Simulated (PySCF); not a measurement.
PySCF job for H₃Si₂, SMILES [SiH3][Si] (connectivity only; charge and spin as stated), neutral, multiplicity 2, B3LYP-D3(BJ)/def2-TZVP. Geometry optimised at B3LYP-D3(BJ)/def2-TZVP. The isomer is the one that the SMILES or the coordinates give; other isomers of the formula were not compared.

```python
import numpy as np
from pyscf import gto, scf, dft
from pyscf.hessian import thermo

mol = gto.M(
    atom='''
    Si   -1.35773758   -0.01081595   -0.00000000
    Si    1.02430068   -0.00878763   -0.00000000
    H     1.67951924   -0.59233895    1.20092212
    H     1.30907816    1.45912787    0.00000007
    H     1.67951924   -0.59233884   -1.20092217
    ''',
    basis='def2-TZVP',
    charge=0,
    spin=1,
    max_memory=1600,
    verbose=3,
)
mf = dft.UKS(mol, xc='b3lyp').density_fit(auxbasis='def2-universal-jkfit')
mf.disp = 'd3bj'
mf.grids.level = 3
mf.conv_tol = 1e-11
mf.max_cycle = 100
mf.kernel()
fine, coarse = mf.grids, dft.Grids(mol).set(level=1).build(with_non0tab=True)
for _ in range(3):  # follow internal instabilities
    mf.grids = coarse
    mo, _, stable, _ = mf.stability(return_status=True, nroots=4)
    mf.grids = fine
    if stable:
        break
    mf.kernel(mf.make_rdm1(mo, mf.mo_occ))

# [left out here: the lines that compute and print the analytic Hessian (its translational invariance restored by hand, since the grid's response is missing), thermochemistry and intensities]
```

Log of the run:

```

WARN: HOMO -0.14015228696565 >= LUMO -0.14015228696565

converged SCF energy = -580.751551682413  <S^2> = 0.75473109  2S+1 = 2.0047255
<class 'pyscf.df.df_jk.DFUKS'> wavefunction is stable in the internal stability analysis

WARN: DFTD3 does not support analytical Hessian, using finite difference


WARN: Mole.unit (angstrom) is changed to Bohr

Mode                                 0                   1                   2
Irrep
Freq [cm^-1]                      275.4004            392.6411            413.5243
Reduced mass [au]                   1.3358              1.1157              4.3457
Force const [Dyne/A]                0.0597              0.1013              0.4378
Char temp [K]                     396.2398            564.9232            594.9693
Normal mode                   x     y     z       x     y     z       x     y     z
       0  Si                -0.06 -0.03  0.00   -0.00 -0.00 -0.03    0.12 -0.01 -0.00
       1  Si                 0.05  0.05 -0.00    0.00  0.00  0.05   -0.11  0.02  0.00
       2   H                -0.20 -0.27 -0.01    0.60  0.03 -0.27   -0.24 -0.15 -0.01
       3   H                 0.71 -0.10  0.00    0.00 -0.00 -0.17    0.20 -0.04 -0.00
       4   H                -0.20 -0.27  0.01   -0.60 -0.03 -0.27   -0.24 -0.15  0.01
Mode                                 3                   4                   5
Irrep
Freq [cm^-1]                      865.0618            907.5473            953.4416
Reduced mass [au]                   1.1038              1.0373              1.0373
Force const [Dyne/A]                0.4867              0.5034              0.5556
Char temp [K]                    1244.6313           1305.7585           1371.7902
Normal mode                   x     y     z       x     y     z       x     y     z
       0  Si                -0.00  0.00 -0.00    0.00 -0.00  0.00   -0.00  0.00  0.00
       1  Si                 0.05  0.02  0.00   -0.00 -0.00  0.03   -0.02  0.03  0.00
       2   H                -0.43 -0.28  0.10   -0.16 -0.41 -0.09    0.33 -0.44 -0.40
       3   H                -0.58  0.12 -0.00    0.00 -0.00 -0.74   -0.19  0.06 -0.00
       4   H                -0.43 -0.28 -0.10    0.16  0.41 -0.09    0.33 -0.44  0.40
Mode                                 6                   7                   8
Irrep
Freq [cm^-1]                     2147.9122           2185.8909           2188.6486
Reduced mass [au]                   1.0351              1.0334              1.0515
Force const [Dyne/A]                2.8136              2.9093              2.9676
Char temp [K]                    3090.3674           3145.0103           3148.9780
Normal mode                   x     y     z       x     y     z       x     y     z
       0  Si                 0.00  0.00  0.00    0.00 -0.00  0.00    0.00 -0.00  0.00
       1  Si                 0.01  0.03 -0.00    0.02 -0.02 -0.00    0.00 -0.00  0.04
       2   H                -0.03  0.05 -0.08   -0.29  0.26 -0.56   -0.31  0.28 -0.56
       3   H                -0.19 -0.95 -0.00    0.04  0.12 -0.00    0.00  0.00  0.01
       4   H                -0.03  0.05  0.08   -0.29  0.27  0.57    0.30 -0.27 -0.55
temperature 298.1500 [K]
pressure 101325.00 [Pa]
Rotational constants [GHz] 87.66207 5.54479 5.54175
Symmetry number 1
Zero-point energy (ZPE) 0.02353 [Eh]   61787.528 [J/mol]
                           tot       elec      trans        rot        vib
Entropy [J/mol/K]       274.951      5.763    159.641     93.326     16.222
Cv [J/mol/K]             50.609      0.000     12.472     12.472     25.666
Cp [J/mol/K]             58.923      0.000     20.786     12.472     25.666
Internal energy [J/mol]                      3718.434   3718.434  65000.567
Internal energy [Eh]   -580.72396  -580.75155
Enthalpy [J/mol]                             6197.391   3718.434  65000.567
Enthalpy [Eh]          -580.72302
Gibbs free energy [J/mol]                  -41399.438 -24106.606  60164.125
Gibbs free energy [Eh] -580.75424
mode   freq/cm-1   IR/(km/mol)
   1      275.40        21.388
   2      392.64         8.697
   3      413.52        12.707
   4      865.06       241.491
   5      907.55        41.489
   6      953.44        67.591
   7     2147.91        63.273
   8     2185.89       108.272
   9     2188.65       101.966
max |gradient| / (hartree/bohr): 8.12332453987321e-06
APT charges: [ 0.0797  0.6736 -0.2594 -0.2346 -0.2594]
```

The calculation finished and met its thresholds.
